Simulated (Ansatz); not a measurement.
Two members of one family (Series BX3), computed with Ansatz in the gas phase. Binding counts from free atoms in the multiplicity of their measured ground term, without zero-point energy. The structures are stationary points that may keep the symmetry of their start.

First: B(SiH3)3 (singlet, charge 0, r2SCAN-D4/def2-SVP geometry).

Cartesian coordinates in Å:
```
B -0.009 0.003 -0.005
Si -1.121 -0.606 1.553
H -1.695 0.473 2.416
H -0.270 -1.494 2.415
H -2.253 -1.447 1.038
Si 0.352 1.959 -0.280
H -0.931 2.732 -0.221
H 1.066 2.326 -1.544
H 1.195 2.413 0.877
Si 0.757 -1.350 -1.278
H 0.505 -2.786 -0.943
H 2.239 -1.148 -1.397
H 0.164 -1.075 -2.630
```

```json
{"level": "PBE-D4/def2-SVP", "HOMO (eV)": "-6.87", "LUMO (eV)": "-4.07", "gap (eV)": "2.80", "binding per atom (eV)": "2.99"}
{"level": "PBE-D4/def2-TZVP", "HOMO (eV)": "-6.88", "LUMO (eV)": "-4.13", "gap (eV)": "2.75", "binding per atom (eV)": "2.99"}
{"level": "BLYP-D4/def2-TZVP", "HOMO (eV)": "-6.77", "LUMO (eV)": "-3.91", "gap (eV)": "2.85", "binding per atom (eV)": "2.99"}
{"level": "r2SCAN-D4/def2-TZVPD", "HOMO (eV)": "-7.14", "LUMO (eV)": "-3.94", "gap (eV)": "3.20", "binding per atom (eV)": "3.03"}
{"level": "ωB97M-V/def2-TZVP", "HOMO (eV)": "-10.14", "LUMO (eV)": "-1.29", "gap (eV)": "8.85", "binding per atom (eV)": "3.02"}
```

Second: BMe3 (singlet, charge 0, r2SCAN-D4/def2-SVP geometry).

```xyz
13

B     0.004   -0.002    0.000
C    -0.715   -1.395    0.156
H    -1.691   -1.250    0.656
H    -0.141   -2.035    0.852
H    -0.883   -1.956   -0.778
C     0.303    0.877    1.274
H    -0.180    1.865    1.159
H     1.384    1.102    1.323
H    -0.010    0.446    2.238
C     0.415    0.518   -1.429
H     0.903    1.504   -1.460
H    -0.475    0.546   -2.083
H     1.086   -0.221   -1.909
```

Q: What does the change do? Estimate second minus first.

A: 
| level | Δ HOMO (eV) | Δ LUMO (eV) | Δ gap (eV) | Δ binding per atom (eV) |
| --- | --- | --- | --- | --- |
| PBE-D4/def2-SVP | -0.13 | 2.98 | 3.11 | 1.09 |
| PBE-D4/def2-TZVP | -0.23 | 2.92 | 3.15 | 1.07 |
| BLYP-D4/def2-TZVP | -0.27 | 2.85 | 3.13 | 1.00 |
| r2SCAN-D4/def2-TZVPD | -0.27 | 3.14 | 3.41 | 0.99 |
| ωB97M-V/def2-TZVP | -0.68 | 3.12 | 3.79 | 0.99 |
